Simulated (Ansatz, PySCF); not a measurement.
B(F)(NHMe)(OMe) (C2H7BFNO), SMILES B(OC)(F)NC. Atoms are numbered in the order given.

```xyz
13

B     -0.2803     0.0975     0.3659
F     -0.5535    -0.0993     1.6653
N      0.8277    -0.5553    -0.2116
C      1.7270    -1.4472     0.4883
H      1.0432    -0.4140    -1.1916
H      2.7683    -1.0783     0.4838
H      1.7275    -2.4637     0.0558
H      1.4059    -1.5294     1.5353
O     -1.1208     0.9362    -0.3067
C     -0.9249     1.2102    -1.6701
H     -0.9891     0.2942    -2.2880
H     -1.7111     1.9023    -2.0055
H      0.0552     1.6889    -1.8577
```
Charge 0, spin multiplicity 1.

Geometry: r2SCAN-D4/def2-SVP. This is a generated structure with no PubChem entry under its InChIKey; it may be hypothetical. One conformer was computed; it need not be the lowest.

Two levels are set side by side: PBE-D3(BJ)/def2-SVP (Ansatz, a program for electronic structure) and r2SCAN-D4/def2-SVP (Ansatz). Each level has its own optimised geometry; the coordinates shown are those of the second. Frequencies come from the Hessian of PySCF at each geometry. Differences are taken from unrounded values.

```csv
quantity,r2SCAN-D4,PBE-D3(BJ),PBE-D3(BJ) minus r2SCAN-D4
mean bond length (Å),1.217,1.224,0.007
bond B1–F2 (Å),1.342,1.351,0.008
bond B1–N3 (Å),1.410,1.416,0.007
bond B1–O9 (Å),1.365,1.373,0.009
bond N3–C4 (Å),1.447,1.449,0.002
bond O9–C10 (Å),1.404,1.408,0.004
bond N3–H5 (Å),1.013,1.020,0.007
bond C4–H6 (Å),1.105,1.113,0.008
bond C4–H7 (Å),1.105,1.113,0.008
bond C4–H8 (Å),1.098,1.106,0.008
bond C10–H11 (Å),1.107,1.115,0.009
bond C10–H12 (Å),1.100,1.108,0.009
bond C10–H13 (Å),1.107,1.115,0.009
highest harmonic wavenumber (cm⁻¹),3631,3548,-83
mean harmonic wavenumber (cm⁻¹),1397,1358,-38
zero-point energy (kcal/mol),65.89,64.08,-1.81
```
